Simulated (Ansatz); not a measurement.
A CCSD(T) single point on C₂H₁₀BNSi (`BN([SiH3])CC`).

```yaml
crystal:
  periodic: [false, false, false]
  atoms:
    - {symbol: B, position_ang: [0.978524, 1.611722, -0.041399]}
    - {symbol: N, position_ang: [0.565407, 0.284719, 0.089125]}
    - {symbol: Si, position_ang: [0.914503, -0.671648, 1.511912]}
    - {symbol: C, position_ang: [-0.178188, -0.383103, -0.984293]}
    - {symbol: C, position_ang: [-1.680350, -0.268367, -0.809146]}
    - {symbol: H, position_ang: [0.741767, 2.198866, -1.061234]}
    - {symbol: H, position_ang: [1.563305, 2.140079, 0.859841]}
    - {symbol: H, position_ang: [1.755940, -1.836817, 1.124765]}
    - {symbol: H, position_ang: [1.615980, 0.173031, 2.503249]}
    - {symbol: H, position_ang: [-0.343278, -1.210704, 2.096914]}
    - {symbol: H, position_ang: [0.121949, 0.061811, -1.935809]}
    - {symbol: H, position_ang: [0.113845, -1.439433, -1.024308]}
    - {symbol: H, position_ang: [-2.201799, -0.788664, -1.616110]}
    - {symbol: H, position_ang: [-2.004559, -0.702810, 0.139163]}
    - {symbol: H, position_ang: [-1.984845, 0.780417, -0.823171]}
basis:
  gaussian: {orbitals: def2-SVP}
correlation: {method: ccsd_t}
```

```sh
$ ansatz run in.yaml --threads 4 --pin off --events-out ev --progress --plain
```

The program prints (abridged):

```
Functional definition: HF
1256 factors; integrals over basis functions are off by at most 1.2e-3 eV
mean field evaluation 1: about -12227.2846 eV, gradient 3.2e1 eV
mean field evaluation 2: about -12227.3779 eV, gradient 3.1e1 eV
mean field evaluation 4: about -12230.3528 eV, gradient 4.8e0 eV
mean field evaluation 8: about -12230.4146 eV, gradient 9.4e-5 eV
mean field -12230.41463762 eV, -449.4594478598 hartree, gradient 2.2e-6 eV, S^2 0.000000; 0 other end points of the search recorded, 0 dependent functions left out
9 core orbitals not correlated: weight in the atoms' cores, before any rotation towards them, 1.000 or more for the frozen orbitals, at most 0.000 for the correlated occupied ones
reference -12230.41463762 eV, -449.4594478598 hartree; 15, 15 occupied and 100, 100 virtual orbitals, 1256 factors
second order -17.63511053 eV of doubles, -0.00000000 eV of singles
cycle   1  -18.88184276 eV  change    -1.2e0 eV  update   1.0e-1
cycle   2  -19.47245746 eV  change   -5.9e-1 eV  update   3.0e-2
cycle   3  -19.56957696 eV  change   -9.7e-2 eV  update   1.4e-2
cycle   4  -19.56342749 eV  change    6.1e-3 eV  update   4.7e-3
cycle   5  -19.56403381 eV  change   -6.1e-4 eV  update   2.0e-3
cycle   6  -19.56353788 eV  change    5.0e-4 eV  update   5.9e-4
cycle   7  -19.56339005 eV  change    1.5e-4 eV  update   1.7e-4
cycle   8  -19.56341380 eV  change   -2.4e-5 eV  update   5.2e-5
cycle   9  -19.56340974 eV  change    4.1e-6 eV  update   1.4e-5
perturbative correction -0.56981751 eV, -0.0209404072 hartree
Total energy: -12250.54786487 eV, -450.1993303144 hartree
```

Hardware: 4 threads of a server CPU on a shared host. Wall time 8 s, peak host memory 0.76 GiB.

Correlation energy per correlated electron: -0.671 eV. T1 diagnostic: 0.0120.
